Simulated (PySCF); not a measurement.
# Shieldings and the share of exact exchange

Molecule: `C1([SiH2]P)CC1`, C₃H₉PSi.

Atoms are numbered as in `[PH2:1][SiH2:2][CH:3]1[CH2:4][CH2:5]1` (H(Xn): hydrogen on atom n). Ha(C4), Ha(C5) are cis to Si2 on the ring; Hb(C4), Hb(C5) are trans to Si2 on the ring.

GIAO shieldings (ppm, equivalent atoms averaged) in PySCF 2.14.0 with density-fitted response routines on the PBE0-D3(BJ)/def2-SVP geometry, basis pcSseg-1, gas phase, non-relativistic:

| functional | exact exchange (%) | σ(Si2) | σ(C4/C5) | σ(C3) |
| --- | --- | --- | --- | --- |
| BLYP | 0 | 349.3 | 169.4 | 179.6 |
| BP86 | 0 | 360.6 | 173.4 | 184.0 |
| PBE | 0 | 361.8 | 173.9 | 184.4 |
| B3LYP | 20 | 363.1 | 174.4 | 185.3 |
| PBE0 | 25 | 378.4 | 179.4 | 191.0 |
| mPW1PW91 | 25 | 376.6 | 178.5 | 190.1 |
| HF | 100 | 417.7 | 190.3 | 203.6 |

Q: Fit each shielding as a line in the percentage of exact exchange.

A: σ(Si2) = 357.7 + 0.61 x (rms 5.2 ppm); σ(C4/C5) = 172.6 + 0.18 x (rms 1.8 ppm); σ(C3) = 183.2 + 0.21 x (rms 2.0 ppm). The functionals also differ in their semilocal parts, which the line can't hold; Hartree–Fock has no correlation at all.

Q: What does the line predict for BHandHLYP (50 %), and what does the run give?

A: σ(Si2): 388.2 predicted, 383.0 computed; σ(C4/C5): 181.6 predicted, 180.8 computed; σ(C3): 193.7 predicted, 192.6 computed ppm.
